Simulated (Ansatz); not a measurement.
`O[SiH2][CH2][SbH2]`, charge 0, multiplicity 1.

Q: Give a relaxed structure at PBE0-D4/def2-TZVP (Ansatz). (Best estimate.)

A: The calculation gave: 
```xyz
11

O     1.271   -1.092   -1.014
Si   -0.056   -1.207   -0.034
C    -0.057    0.343    0.974
Sb    0.428    2.070   -0.261
H     1.437   -1.795   -1.642
H    -1.306   -1.295   -0.841
H     0.035   -2.436    0.806
H    -1.035    0.504    1.429
H     0.693    0.298    1.767
H    -0.839    3.033    0.377
H    -0.571    1.577   -1.560
```
This is one stationary point; other conformers may exist.
